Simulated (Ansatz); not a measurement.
BFH$_{4}$OSSi (`FB(S)O[SiH3]`), charge 0, multiplicity 1.

Q: Give a relaxed structure at PBE0-D4/def2-TZVP (Ansatz). (An estimate is asked.)

A: Ansatz gave: 
```xyz
9

F     1.078   -1.236   -1.893
B     0.275   -0.600   -1.048
S    -1.476   -0.365   -1.482
O     0.792   -0.149    0.107
Si    0.281    0.661    1.454
H    -1.381   -0.989   -2.666
H     0.525   -0.207    2.628
H    -1.165    0.978    1.340
H     1.072    1.909    1.561
```
Point group Cs.
This is one stationary point; other conformers may exist.
